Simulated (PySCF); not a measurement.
# Dipole moment and polarisability of LaMe3

Species: LaMe3, C3H9La.
Geometry (PBE0-D3(BJ)/def2-SVP, Å), atoms numbered from 1 in this order:
```
atom  x, y, z in Å
La1    0.0062   -0.0094    1.0301
C2     2.2868    0.0116    0.0291
H3     2.5012   -0.9237   -0.5228
H4     3.1022    0.1408    0.7687
H5     2.3841    0.8421   -0.6969
C6    -1.1561    1.9765    0.0750
H7    -1.6645    2.6009    0.8368
H8    -1.9342    1.6660   -0.6492
H9    -0.4595    2.6427   -0.4696
C10   -1.1269   -1.9908    0.0323
H11   -2.0631   -1.7061   -0.4858
H12   -1.3965   -2.7699    0.7732
H13   -0.4797   -2.4807   -0.7207
```

Level: B3LYP/def2-SVPD (PySCF), static field, nuclei fixed, core orbitals frozen in the response. The polarisability tensor in these axes (au):

```
x   118.13  -0.06  -0.32
y    -0.06 118.27   0.45
z    -0.32   0.45  81.43
```

Task: Give the principal values, the mean and the anisotropy Δα = √{½[(α1 − α2)² + (α2 − α3)² + (α1 − α3)²]}.

Result: Principal values 81.42, 118.11 and 118.30 au; mean 105.94 au = 15.70 Å³ = 17.47 × 10⁻⁴⁰ C²·m²/J; Δα = 36.78 au (35 % of the mean).

Task: What is the dipole moment, and where does it point?

Result: (0.02, -0.05, 5.01) D, 5.01 D in size, pointing from the negative to the positive side. Measured along this direction, the outermost atoms are H13, H5 and H8 at the negative end and La1 at the positive end.

Task: Find the Langevin capture rate constant for O2+ (31.990 u) meeting this molecule (183.977 u), k = 2.342 × 10⁻⁹ cm³/s × √(α in Å³ / reduced mass in u).

Result: The reduced mass is 27.25 u, so k = 1.78 × 10⁻⁹ cm³/s. The formula leaves out the permanent dipole, which adds to the capture rate.

Task: Sum over states: ᾱ = Σ f/ω², ω in Eh. What share falls to these 10 lowest TDDFT singlets (eV, f)? 3.05, 0.0061; 3.06, 0.0060; 3.12, 0.0172; 4.05, 0.0006; 4.08, 0.0139; 4.08, 0.0130; 4.15, 0.0022; 4.22, 0.0159; 4.22, 0.0170; 4.77, 0.0135.

Result: They add up to 5.39 au, 5.1 % of the 105.94 au; the largest single term is 1.31 au, from the state at 3.12 eV. Terms in order: 0.48, 0.48, 1.31, 0.03, 0.62, 0.58, 0.09, 0.66, 0.71, 0.44 au. Higher excitations give the rest. The strengths listed sum to 0.105.

Task: Refractivity n − 1 of an ideal gas of it at 350 K and 1 atm, from the electronic α?

Result: N = p/kT = 2.0968 × 10¹⁹ cm⁻³, so n − 1 = 2π × N × 15.70 × 10⁻²⁴ cm³ = 2068 × 10⁻⁶ at long wavelengths, for an ideal gas.

Isolated species at its PBE0-D3(BJ)/def2-SVP geometry, gas phase. Atoms past krypton carry effective core potentials; spin–orbit coupling is left out.
